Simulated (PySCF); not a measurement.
Gas-phase equilibrium of 1 mol HCl, 0.71 mol O₂ at 1200 K and 0.100 bar, among 14 species (ClO, O₂, HCl, O, HO₂, H₂O, H, HOCl, H₂O₂, O₃, H₂, Cl, Cl₂, OH). Only gases are allowed; each row takes one source of thermochemistry for all species, and Cantera finds the minimum.

Energies from PySCF (xtb for GFN2), thermal terms from the rigid-rotor harmonic-oscillator model, ideal gas at 1 bar. 'Table' is the NASA 1993 thermochemical table (part measured, part estimated). After a fit of one offset per element over all species, the range-separated, M06-2X, PBE0/def2-QZVP and CCSD(T)/def2-TZVPP enthalpies, where run, lie to one side of the table for O₃ (+19 kJ/mol): a fault of the table's entry, another state or a shared error of the levels is possible; this was not checked at source. S°(298 K) at PBE0/def2-TZVP differs from the NASA 1993 table for H₂O₂ (-8 J/mol/K); whether the harmonic model or the table's entry is off was not settled. † marks an energy on the PBE0/def2-TZVP geometry and frequencies; other levels use their own. Open shells (unrestricted) among the columns below: O₂ (multiplicity 3), Cl (multiplicity 2, electronic degeneracy 6); the rest are closed-shell singlets. GFN2 has no spin-polarisation term. Spin-orbit splitting is ignored; it lowers the true energy and changes the entropy of Cl. B3LYP is the form with VWN-RPA correlation. No R ln 2 is added for the mirror-image form of H₂O₂. The harmonic model lacks anharmonicity and excited electronic states, which grow with temperature; levels with a mode under 35 cm⁻¹ are left out. Strong static correlation: O₃. Internal rotation in H₂O₂ is treated as a harmonic vibration of one conformer, which makes the entropy rough. The table's entry may be an old estimate for HOCl (not checked at source). Warning, point group unlike the PBE0 one: H₂O₂ (GFN2-xTB).

Molecules larger than those listed are left out.

Mole fractions:

```tsv
thermochemistry	x HCl	x O₂	x Cl₂	x H₂O	x O₃	x HOCl	x H₂O₂	x Cl
table	0.47	0.39	0.066	0.068	1.4e-11	2.1e-5	3.4e-10	0.0038
B3LYP/def2-TZVP†	0.54	0.41	0.024	0.027	<1e-12	7.3e-6	3.2e-11	0.0057
GFN2-xTB	0.0025	0.00097	0.35	0.35	0.22	0.067	0.0061	0.00061
PBE0/def2-QZVP†	0.52	0.40	0.038	0.040	<1e-12	9.6e-6	3.8e-11	0.0026
PBE0/def2-SVP†	0.57	0.41	0.0046	0.0065	<1e-12	1.0e-6	1.2e-11	0.0038
ωB97M-V/def2-TZVP†	0.52	0.40	0.038	0.039	<1e-12	1.7e-5	9.8e-11	0.0023
```
The most sensitive of these is O₃: it spans a factor of 10^11.3 over these rows; at this temperature one factor of ten is RT ln 10 = 23 kJ/mol.
